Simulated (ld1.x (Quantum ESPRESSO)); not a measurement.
**What one change does to a pseudopotential (chromium (Cr), PAW)**

chromium, PAW, made with ld1.x (Quantum ESPRESSO) 7.5 (LDA (PZ), scalar-relativistic). Core [Ar], reference 3d5 4s0 4p1. Waves: 4s (bound, empty): rcut 2.10, rcutus 2.35 bohr; 4s channel at 0.1 Ry: rcut 2.10, rcutus 2.35 bohr; 4p (bound): rcut 3.20, rcutus 4.00 bohr; 4p channel at 1.65 Ry: rcut 3.20, rcutus 4.00 bohr; 3d (bound): rcut 1.00, rcutus 1.40 bohr; 3d channel at 3.05 Ry: rcut 1.00, rcutus 1.40 bohr. Local part: all-electron potential smoothed inside 1.30 bohr (lloc = -1). Core correction: a·sin(br)/r model core inside 1.20 bohr. Augmentation charge: BESSEL, radius 1.15 bohr.

Change: wave 3d channel at 3.05 Ry: rcut 1.00, rcutus 1.40 bohr becomes 3d channel at -0.02 Ry: rcut 1.00, rcutus 1.40 bohr.

Cutoffs: the cutoffs (Ry, on a coarse ladder) from which the occupation-weighted sum of valence levels, in a spherical-Bessel basis at the reference potential, stays within 10 and 1 mRy of its value at 400 Ry; they do not see the model core or the augmentation charge, which bear on the density cutoff. Errors are all-electron minus pseudo energies relative to the spin-unpolarised reference configuration.

**Question.** What does the change do?

**Answer.** The potential gets neither clearly harder nor softer (50 Ry and 90 Ry → 50 Ry and 90 Ry); both files keep a bound ghost (s); of the 9 tests that both files solve, the error grows in 6 and shrinks in 0 by more than 15 % and 0.3 meV (median size 11.1 → 35.5 meV).

```csv
quantity,base,changed
"cutoff, loose",50 Ry,50 Ry
"cutoff, tight",90 Ry,90 Ry
loose cutoff by channel (10 mRy a level),"p 6 Ry, d 40 Ry","p 6 Ry, d 45 Ry"
bound ghosts,s,s
"error for 3d5 4s1 4p0, meV [ΔE -3.20 eV]",-1.6,+19
"error for 3d5 4s0 4p0, meV [ΔE 3.94 eV]",+6.6,+36
"error for 3d4 4s0 4p0, meV [ΔE 20.28 eV]",-93,-115
"error for 3d5 4s0.5 4p0, meV [ΔE -0.39 eV]",+2.8,+28
"error for 3d4 4s1 4p0, meV [ΔE 5.05 eV]",-83,-100
"error for 3d4 4s1 4p1, meV [ΔE 0.41 eV]",-86,-80
"error for 3d3 4s0 4p0, meV [ΔE 51.31 eV]",-937,-973
"error for 3d5 4s0 4p1 (spin-polarised), meV [ΔE -4.72 eV]",-11,-10
"error for 3d5 4s1 4p0 (spin-polarised), meV [ΔE -8.12 eV]",-6.5,+20
s: phases at 4.33 bohr within 0.05 rad from the reference energy up to (Ry; the scan ends near 5),3.7,3.7
p: phases at 4.33 bohr within 0.05 rad from the reference energy up to (Ry; the scan ends near 5),2.0,2.0
d: phases at 4.33 bohr within 0.05 rad from the reference energy up to (Ry; the scan ends near 5),to the end of the scan,to the end of the scan
lowest overlap eigenvalue by channel,"s 0.41, p 0.68, d 0.54","s 0.41, p 0.68, d 0.91"
```

 A true bound ghost makes a file unfit for plane-wave use even where its test errors are small: the radial tests pick states by their node count and pass the ghost by.
